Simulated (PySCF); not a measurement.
C₄H₃ClF₂O₂.
SMILES: `C(=C(/C(Cl)=O)F)(/F)OC`

Torsions of this conformer, `[CH3:1][O:2]/[C:3]([F:4])=[C:5](\[F:6])[C:7](=[O:8])[Cl:9]`: C1–O2–C3–F4 4°, C3–C5–C7–O8 -1°.

The closed-shell ground state was solved at several levels (PySCF, density fitting, gas phase, non-relativistic). One conformer (not necessarily the lowest) at the PBE0-D3(BJ)/def2-SVP geometry, without solvent, vibrations or thermal averaging.

```tsv
level	basis functions	total energy (Eh)	HOMO (eV)	LUMO (eV)	gap (eV)	dipole (D)
HF/pcSseg-1	175	-961.1605	-10.28	2.02	12.30	5.63
PBE0/pcSseg-1	175	-963.7768	-7.39	-1.79	5.60	5.67
```

Task: Estimate the row for PBE0/def2-SVPD, a basis of 223 functions; the other rows only guide the guess.

Result: Total energy -963.3606 Eh, HOMO -7.50 eV, LUMO -1.93 eV, gap 5.57 eV, dipole 5.50 D.

Task: Over all these levels, which gives the widest orbital gap and which the narrowest?

Result: HF/pcSseg-1 (Hartree–Fock, all exact exchange) has the widest, 12.30 eV, and PBE0/def2-SVPD (global hybrid, 25 % exact exchange) the narrowest, 5.57 eV. Functional and basis both differ between the two, so the spread mixes both effects. The HOMO need not be the same orbital at Hartree–Fock and at DFT levels.

Task: How far do the dipole and the HOMO energy spread over the levels?

Result: The dipole runs from 5.50 to 5.67 D (mean 5.60 D) and the HOMO from -10.28 to -7.39 eV.
